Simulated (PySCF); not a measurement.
Molecule: SMILES COc1c[c]ccc1 (C7H7O), doublet. Atoms near the plane z = 0.0 Å, at the GFN2-xTB optimised geometry (x, y, z in Å): C1 (-0.9, -2.5, 0.0), O2 (-1.5, -1.2, 0.0), C3 (-0.7, -0.1, 0.0), C4 (-1.4, 1.1, 0.0), C5 (-0.6, 2.2, 0.0), C6 (0.7, 2.3, 0.0), C7 (1.4, 1.1, 0.0), C8 (0.7, -0.1, 0.0), H9 (-1.7, -3.2, 0.0), H10 (-0.3, -2.6, 0.9), H11 (-0.3, -2.6, -0.9), H12 (-2.5, 1.1, 0.0), H13 (1.3, 3.2, 0.0), H14 (2.5, 1.0, 0.0), H15 (1.2, -1.1, 0.0).

Level of theory: PySCF 2.14.0 with unrestricted PBE0/def2-TZVP. Cells within 0.4 Å of a nucleus heavier than hydrogen are left out (blank, or x). The values are rescaled to run from 0 to 1.

```
|77777777777777777777777777777|
|77777777777777777777777777777|
|77777777777777777777777777777|
|77777777777777777777777777777|
|77777777777777777777777777777|
|77777777777777777777777777777|
|77777777777777786067777777777|
|77777777777756773377777777777|
|777777777776xx2xx787777777777|
|777777777785xx56x487777777777|
|77777777777158885167777777777|
|7777777601xx78787xx2077777777|
|7777777765xx78886xx5477777777|
|77777777787338873478777777777|
|777777777786xx3xx687777777777|
|777777777896x85xx577777777777|
|77777777896378884077777777777|
|7777777782xx98777077777777777|
|7777777789x298777777777777777|
|77777777799568777777777777777|
|77777777788xx6777777777777777|
|77777777775xx6777777777777777|
|77777777750588777777777777777|
|77777777777777777777777777777|
|77777777777777777777777777777|
|77777777777777777777777777777|
|77777777777777777777777777777|
|77777777777777777777777777777|
|77777777777777777777777777777|
```
Scale: ten equal steps from 0.000 (start of '0') to 1.00 (end of '9'), in the order '0123456789'; x runs from -5.50 to 5.50, y from -5.50 (bottom) to 5.50 (top).

Which quantity is mapped?
A. spin density
B. deformation density (molecule minus spherical neutral atoms)
C. an orbital amplitude
D. Laplacian of the electron density

D, Laplacian of the electron density. In full: Laplacian of the electron density (e/bohr⁵), clipped to [-1.50, 1.50].
